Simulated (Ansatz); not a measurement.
Born–Oppenheimer molecular dynamics of Br + CH2O (5 atoms, charge -1, multiplicity 1). It starts from a relaxed structure.

Theory: RKS B3LYP-D4/def2-SVP (Ansatz).

| Property | Result |
| --- | --- |
| ensemble | NVT, Nosé–Hoover chain |
| time step | 0.5 fs |
| steps asked | 300 |
| set temperature | 700 K |
| thermostat | time constant 50 fs, chain length 5 |
| masses | H 2.014 u |
| seed | 389915 |

First frame:

```xyz
5
Properties=species:S:1:pos:R:3
Br 0.214 0.049 -2.402
C -0.062 -0.015 0.589
O -1.045 -0.376 1.204
H 0.773 -0.702 0.316
H 0.119 1.044 0.293
```

**Question.** What does the run give?

**Answer.** The run went to its last step.

| Property | Result |
| --- | --- |
| steps done | 300 |
| time covered | 150 fs |
| mean temperature over the second half | 738 K |
| spread of the potential energy over the second half | 15.1 meV per atom |
| mean potential energy of the second half above the start | 59.3 meV per atom |

The conserved energy stayed within 0.8 meV per atom of its start (net change 0.65 meV per atom), so the integration is sound. A run of 0.15 ps of so small a system gives no equilibrium averages. Limits of this set-up: an anion without diffuse functions, the dipole of an ion depends on the origin.

**Question.** What happens to the structure?

**Answer.** The same pairs are bonded in the first frame and the last. Pairs count as bonded within 1.25 times the sum of covalent radii (0.12 Å more for H–H). Another seed would give other details.

**Question.** How do temperature and energy run in time?

**Answer.** 
```tsv
time (fs)	T (K)	potential energy less start (eV)	conserved less start (meV/atom)
0.0	700	0.000	0.00
12.5	171	0.210	0.41
25.0	466	0.108	0.03
37.5	313	0.190	0.28
50.0	355	0.214	0.33
62.5	680	0.143	0.12
75.0	543	0.275	0.52
87.5	865	0.209	0.31
100.0	461	0.400	0.60
112.5	670	0.336	0.34
125.0	909	0.258	0.43
137.5	1090	0.192	0.51
150.0	381	0.462	0.65
```

Run time: 6.7 min on 1 thread of Arm Neoverse V1 (shared host), peak memory 0.29 GiB.
